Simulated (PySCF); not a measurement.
**Electron correlation in Sc (scandium, neutral)**

[Ar] 3d1 4s1 4p1, one real determinant (an excited configuration). Computed with PySCF 2.14 in aug-cc-pwCVTZ-DK with one added diffuse shell each of s, p, d, f, g type (11s10p8d5f4g, 152 functions), with the spin-free X2C one-electron Hamiltonian (Gaussian nucleus). Frozen: [Ne]; 11 electrons correlated.

MP2 pair energies summed by pair of shells (mhartree):

```tsv
pair	energy	share (%)
3p-3p	-169.51	55.4
3s-3p	-51.25	16.7
3p-3d	-42.63	13.9
3p-4s	-12.21	4.0
3s-3s	-9.41	3.1
3s-3d	-7.52	2.5
3p-4p	-5.76	1.9
3d-4s	-2.80	0.9
4s-4p	-1.83	0.6
3d-4p	-1.64	0.5
3s-4s	-1.03	0.3
3s-4p	-0.57	0.2
```

Total MP2 correlation energy: -306.18 mhartree.

Same-spin part -83.20 and opposite-spin part -222.97 mhartree; SCS-MP2 scales them by 1/3 and 6/5 to -295.30 mhartree.

The reference is one real determinant that mixes LS terms of this configuration.
